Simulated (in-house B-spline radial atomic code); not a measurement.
Ionisation energies with and without relativity, with size and susceptibility from the Dirac run. Dirac energy differences include first-order Breit, QED and recoil terms. NIST's values go from ground level to ground level; the uncertainty of those that are theory runs from under 0.1 % in few-electron ions to several per cent in heavy many-electron ones. Computed with an all-electron radial atomic-structure program (B-spline basis): non-relativistic Hartree-Fock and Dirac-Hartree-Fock, averages of the configuration (point nuclei without relativity, finite nuclei with it).

```
 ion  configuration  configuration after  ionisation non-relativistic (eV)  ionisation Dirac Breit and QED (eV)  tabulated value (eV)  radius at density 0.001 (bohr)  diamagnetic susceptibility (10⁻⁶ cm³/mol)
Al5+   [He] 2s2 2p4         [He] 2s2 2p3                            194.18                               194.19                190.49                            1.71                                    -1.7974
Ga5+       [Ar] 3d8             [Ar] 3d7                            113.64                               112.98                 112.7                           2.183                                    -7.3277
In5+       [Kr] 4d8             [Kr] 4d7                             92.60                                91.61                    90                           2.653                                    -16.114
Tl5+  [Xe] 4f14 5d8        [Xe] 4f14 5d7                             84.32                                82.41                    80                           2.883                                    -24.409
```
